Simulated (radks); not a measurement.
Results of a calculation; reference values are marked as such.
Isoelectronic series with 38 electrons, all held in the configuration [Kr] 5s2, which need not be the ground one along the series. Code: a radial shooting solver on a logarithmic mesh with Libxc functionals. Model: scalar-relativistic Kohn-Sham, PBE, spin-polarised, spherical densities, finite nucleus; Fermi nuclear charge, rms radius of each element as measured or else 0.836 A^(1/3) + 0.57 fm. Total energies (hartree) and mean radii <r> (bohr):

ion,E (hartree),5s,4p
Sr,-3179.46127,4.333,1.567
Zr2+,-3597.57837,3.001,1.333
Nb3+,-3817.42008,2.668,1.244
Mo4+,-4044.46902,2.417,1.167
Tc5+,-4278.74967,2.220,1.101
Ru6+,-4520.28356,2.057,1.043
Rh7+,-4769.10268,1.921,0.9909
Pd8+,-5025.23544,1.805,0.9445
Ag9+,-5288.71679,1.703,0.9025
Cd10+,-5559.57853,1.614,0.8644
In11+,-5837.86291,1.534,0.8296
Sn12+,-6123.60443,1.463,0.7977
Sb13+,-6416.84585,1.398,0.7682
Te14+,-6717.62642,1.340,0.7410
I15+,-7025.99737,1.286,0.7156
Xe16+,-7341.99790,1.237,0.6921
Cs17+,-7665.6800,1.191,0.6700
